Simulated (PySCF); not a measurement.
InF, SMILES [F][In] (connectivity only; charge and spin as stated), neutral, multiplicity 1. Atoms are numbered in the order given.

```xyz
2

In     0.0000     0.0000    -0.3120
F      0.0000     0.0000     1.6989
```
Charge 0, spin multiplicity 1.

Geometry optimised at B3LYP-D3(BJ)/def2-TZVP. The def2 effective core potentials stand for the cores of In; spin–orbit coupling is left out.

Level of theory: ωB97X/def2-TZVPD (PySCF).

Mulliken values depend strongly on the basis, most of all with diffuse functions as here. ESP charges are fitted to the potential on shells at 1.4 to 2.0 van der Waals radii. Atomic charges (e):

```
atom  ESP fit  Mulliken
----  -------  --------
In1      0.40      0.59
F2      -0.40     -0.59
```
